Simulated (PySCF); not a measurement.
# Low-lying terms of B³⁺ (boron, charge +3)

Ground state 1s2, ¹S. Calculation: PySCF 2.14, in x2c-TZVPall with one added diffuse shell each of s, p, d type (6s4p3d1f, 40 functions); scalar relativity by spin-free X2C-1e. Vertical excitation energies in eV without spin-orbit coupling; excited terms of each kind are numbered among those the solver found. Frozen: nothing.

| term | leading excitation | EOM-EE-CCSD |
| --- | --- | --- |
| 1 3S | 1s → s | 198.55 |
| 1 1S | 1s → s | 202.37 |
| 1 3P° | 1s → p | 203.07 |
| 1 1P° | 1s → p | 205.27 |
| 2 3S | 1s → s | 233.04 |
| 2 1S | 1s → s | 234.00 |
| 2 3P° | 1s → p | 234.17 |
| 1 3D | 1s → d | 234.65 |
| 1 1D | 1s → d | 234.66 |
| 2 1P° | 1s → p | 234.83 |
| 2 3D | 1s → d | 245.27 |
| 2 1D | 1s → d | 245.28 |

Only the lower part of the computed list is shown. Doubly excited terms such as np² are absent. The solver can miss terms.
